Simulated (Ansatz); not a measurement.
Start from `O[SiH2]S[SiH2]F` and change one atom or group to get `O=CS[SiH2]O`.

Ansatz, PBE0-D4/def2-TZVP geometries, multiplicity 1. Each molecule was computed in one conformer, which needn't be the lowest.

```json
{"property": "HOMO–LUMO gap (PBE0/def2-TZVPP) / eV", "`O[SiH2]S[SiH2]F`": "7.84"}
{"property": "HOMO energy (ωB97M-V/def2-TZVPP) / eV", "`O[SiH2]S[SiH2]F`": "-10.27"}
{"property": "size of the dipole moment (PBE/def2-TZVPP) / D", "`O[SiH2]S[SiH2]F`": "1.98"}
{"property": "LUMO energy (B3LYP/def2-TZVPP) / eV", "`O[SiH2]S[SiH2]F`": "-0.44"}
{"property": "HOMO energy (PBE0/def2-TZVPP) / eV", "`O[SiH2]S[SiH2]F`": "-8.08"}
{"property": "size of the dipole moment (ωB97M-V/def2-TZVPP) / D", "`O[SiH2]S[SiH2]F`": "2.02"}
```

(1) Give the same properties after the change, and the shifts. (An estimate is asked.)

## Answers

(1) Computed: 
```csv
property,`O=CS[SiH2]O`,shift
HOMO–LUMO gap (PBE0/def2-TZVPP) / eV,6.71,-1.13
HOMO energy (ωB97M-V/def2-TZVPP) / eV,-10.29,-0.02
size of the dipole moment (PBE/def2-TZVPP) / D,1.02,-0.96
LUMO energy (B3LYP/def2-TZVPP) / eV,-1.68,-1.24
HOMO energy (PBE0/def2-TZVPP) / eV,-8.16,-0.08
size of the dipole moment (ωB97M-V/def2-TZVPP) / D,1.22,-0.80
```

With PBE0 the HOMO falls by 0.08 eV and the LUMO falls by 1.21 eV, so the gap narrows by about 1.13 eV. PBE moves the HOMO by 0.17 eV and ωB97M-V by -0.02 eV. Dipoles are sizes alone; their direction can turn.

B3LYP here is the variant with VWN-RPA as its local correlation; programs differ in this.
